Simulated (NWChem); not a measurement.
Si$_{3}$PH$_{8}$, doublet; SMILES [SiH3]P([SiH2])[SiH3]

```xyz
12

Si     2.0022    -0.0058     0.2819
P      0.0526    -0.0001    -0.8319
Si    -0.9654     1.7258     0.2203
Si    -0.9749    -1.7204     0.2203
H      2.7781    -1.2313    -0.0970
H      2.7833     1.2174    -0.0938
H     -2.3550     1.8298    -0.3177
H     -0.2096     2.9707    -0.1105
H     -1.0261     1.5625     1.7056
H     -0.2218    -2.9684    -0.1047
H     -1.0409    -1.5533     1.7050
H     -2.3628    -1.8213    -0.3227
```
Atoms are numbered in this order, from 1.

All runs: NWChem. Spin-unrestricted. All runs use the structure optimised with PBE0/def2-SVP, spin-unrestricted. No stability test was run on the SCF state.

### Question
Order these runs by computing time, cheapest first, and give rough ratios: PBE0/STO-3G; PBE0/pcseg-2; PBE0/pcseg-1.

### Answer
PBE0/STO-3G (1), PBE0/pcseg-1 (3), PBE0/pcseg-2 (10). Ratios are rough, from one shared machine; the cheapest took very roughly 5 core-seconds. What differs between the cheapest and the dearest: highest occupied level (eV) -2.46 → -5.99; lowest empty minus highest occupied level, either spin (eV) 3.84 → 3.21; dipole (D) 0.78 → 0.77; <S²> 0.751 → 0.754.
